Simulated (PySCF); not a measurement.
These compounds are isomers of formula C₆H₈O₄.

A. `C(OC(=C)C)(=O)COC=O`
B. `COC(=O)C(=O)OC1CC1`
C. `C1CC(=O)O[C@@H](C(=O)O)C1`
D. SMILES C[C@@H]1OC(=O)[C@@H](C)OC1=O
E. `InChI=1S/C6H8O4/c1-3-4(2)10-6(8)5(7)9-3/h3-4H,1-2H3/t3-,4+`

Spectrum 1. 1H NMR (500 MHz, computed): δ 8.19 (s, 1H), 5.81 (br s, 1H), 5.24 (br s, 1H), 4.95 (s, 2H), 1.93 (s, 3H). 13C{1H} NMR (computed): δ 169.5 (C), 166.2 (CH), 159.5 (C), 108.0 (CH2), 65.0 (CH2), 24.0 (CH3).

Spectrum 2. 1H NMR (500 MHz, computed): δ 4.92 (m, 2H), 1.70 (d, 6H). 13C{1H} NMR (computed): δ 170.5 (C), 76.7 (CH), 20.1 (CH3).

Spectrum 3. 1H NMR (500 MHz, computed): δ 4.52 (m, 2H), 1.43 (d, 6H). 13C{1H} NMR (computed): δ 158.7 (C), 78.1 (CH), 17.0 (CH3).

Spectrum 4. 1H NMR (500 MHz, computed): δ 5.24 (m, 1H), 4.01 (s, 3H), 1.04 (m, 2H), 0.77 (m, 2H). 13C{1H} NMR (computed): δ 165.7 (C), 164.2 (C), 54.8 (CH3), 51.2 (CH), 8.0 (CH2).

Spectrum 5. 1H NMR (500 MHz, computed): δ 6.34 (br s, 1H), 5.04 (m, 1H), 2.56 (m, 1H), 2.42 (m, 1H), 2.35 (m, 1H), 2.04 (m, 1H), 1.96 (m, 1H), 1.82 (m, 1H). 13C{1H} NMR (computed): δ 179.4 (C), 174.5 (C), 74.7 (CH), 32.8 (CH2), 27.3 (CH2), 21.4 (CH2).

Calculated, not measured (PySCF 2.14): σ from GIAO-PBE0/pcSseg-1, GFN2-xTB structure. One conformer, relativity neglected, fast rotation and ring inversion assumed for equivalent nuclei, no solvent.

Chemical shifts δ = σref − σ; 1H, 13C vs TMS, all at this level. Where no couplings were computed, multiplicities follow the n + 1 count of equivalent neighbours, and m marks all less simple cases (inequivalent or close neighbours, rings, F or P nearby). Acid and N–H amide carbonyl carbons lie up to 10 ppm further downfield in solution (hydrogen bonding). Shifts are as computed. Against solution values, carbons near 30 ppm lie about +3 ppm off and those near 130 ppm about +5 ppm. Of 1211 compounds with measured shifts, 218 miss one by over three times the rms of a fit or turn the order of signals round; such compounds aren't used in these exercises. OH and NH positions are gas-phase values without hydrogen bonding to other molecules.

Match each spectrum to its structure.

## Answers

1–A, 2–D, 3–E, 4–B, 5–C.

- Spectrum 1 (A): 6 13C signals; δC 169.5 is an ester carbonyl carbon; δC 166.2 is an ester carbonyl carbon.
- Spectrum 2 (D): 3 13C signals; δC 170.5 is an ester carbonyl carbon; δC 76.7 is an sp3 CH bonded to O, α to a carbonyl.
- Spectrum 3 (E): 3 13C signals; δC 158.7 is an ester carbonyl carbon; δC 78.1 is an sp3 CH bonded to O.
- Spectrum 4 (B): 5 13C signals; δC 165.7 is an ester carbonyl carbon; δC 164.2 is an ester carbonyl carbon.
- Spectrum 5 (C): 6 13C signals; δC 179.4 is a carboxylic acid carbon; δC 174.5 is an ester carbonyl carbon.
